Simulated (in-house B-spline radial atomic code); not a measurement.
The nitrogen ion N²⁺ is squeezed into an impenetrable sphere of radius R (the orbitals vanish at R). Caution: exact exchange at fractional occupations of open shells leaves self-interaction of up to several eV. Level of theory: non-relativistic PBE0, spin-polarised, spherical fractional occupations, point nucleus; calculated with a radial B-spline atomic code at the basis-set limit.

Energies in eV above the free ion in [He] 2s2 2p1:

| R (bohr) | highest level (eV) | [He] 2s2 2p1 | [He] 2s1 2p2 | -dE/dV in [He] 2s2 2p1 (GPa) |
| --- | --- | --- | --- | --- |
| 8.9 | -37.8 | 0 | 6.36 | 9.36e-08 |
| 5.77 | -37.8 | 0.0004342 | 6.361 | 0.0034 |
| 4.85 | -37.8 | 0.006954 | 6.368 | 0.0761 |
| 4.22 | -37.8 | 0.0451 | 6.409 | 0.641 |
| 3.57 | -37.4 | 0.2976 | 6.669 | 5.75 |
| 2.97 | -36.2 | 1.613 | 7.973 | 43.6 |
| 2.79 | -35.4 | 2.651 | 8.979 | 80.5 |
| 2.06 | -26.4 | 19.19 | 24.43 | 1050 |
| 1.75 | -15.6 | 44.6 | 47.45 | 3450 |
| 1.23 | 42.8 | 199.4 | 182.1 | 34900 |

Problem. Does [He] 2s1 2p2 fall below [He] 2s2 2p1 under compression?

Solution. Yes, between R = 1.75 and 1.23 bohr the order changes (near 1.68 bohr by linear interpolation).

The highest level is first positive in the row R = 1.23 bohr, pushed up by confinement above the zero of the free ion's potential. Each configuration is held fixed and needn't be the lowest in the sphere.
